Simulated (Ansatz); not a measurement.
Basis sets compared for Zn2Te. Charge 0, multiplicity 1. Geometry PBE-D4/def2-TZVP. Ansatz on 4 threads of Arm Neoverse V1 on a shared host; times are rough, and most runs start from earlier orbitals.

```tsv
atom	x (Å)	y (Å)	z (Å)
Zn1	1.8752	-1.4839	0.8820
Zn2	-1.8781	1.4828	-0.8788
Te3	0.0029	0.0011	-0.0031
```

In the def2 sets Te takes a core potential; there is no spin–orbit coupling. The order of the spin states hangs on the level: the triplet lies 0.16 eV below the singlet at PBE0-D4/def2-TZVP, but 0.12 eV above it at PBE-D4/def2-TZVP. The structure comes from a short search, and lower isomers may exist.

```
              level  functions  energy (Eh)  HOMO (eV)  LUMO (eV)  wall time
    PBE-D4/def2-SVP         88   -3825.7506      -4.64      -3.74     0.75 s
   PBE-D4/def2-TZVP        146   -3826.3059      -5.09      -4.09      1.5 s
r2SCAN-D4/def2-TZVP        146   -3826.9038      -5.32      -4.15      3.3 s
   PBE0-D4/def2-SVP         88   -3825.8146      -5.59      -3.25      1.3 s
  PBE0-D4/def2-TZVP        146   -3826.3471      -5.97      -3.54      2.6 s
```

Task: Estimate the rows for PBE-D4/def2-TZVPD, r2SCAN-D4/def2-TZVPD, PBE0-D4/def2-TZVPD.

Result: 
```
               level  functions  energy (Eh)  HOMO (eV)  LUMO (eV)  wall time
   PBE-D4/def2-TZVPD        161   -3826.3063      -5.10      -4.10      2.2 s
r2SCAN-D4/def2-TZVPD        161   -3826.9041      -5.32      -4.15      4.3 s
  PBE0-D4/def2-TZVPD        161   -3826.3473      -5.98      -3.55      3.3 s
```
